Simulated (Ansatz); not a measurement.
Ansatz (a quantum-chemistry and plane-wave program) input:

Ansatz 0.2 input:
```yaml
crystal:
  periodic: [false, false, false]
  atoms:
    - {symbol: P, position_ang: [-0.09000591, -0.00215091, 0.07867543]}
    - {symbol: H, position_ang: [-0.13338891, 0.02755526, -1.33512432]}
    - {symbol: H, position_ang: [1.30565829, 0.00045897, 0.31042723]}
    - {symbol: H, position_ang: [0.07975178, 1.70229304, -0.04171292]}
    - {symbol: H, position_ang: [0.09806748, -1.69804361, -0.11372140]}
basis:
  gaussian:
    orbitals: STO-3G
hamiltonian:
  xc: {name: PBE0}
total_charge: -1
```

**Question.** What final total energy does it print?

**Answer.** -339.42429 Eh (PBE0/STO-3G). The basis has 13 functions.

Whether it binds its extra electron was not tested at this geometry.
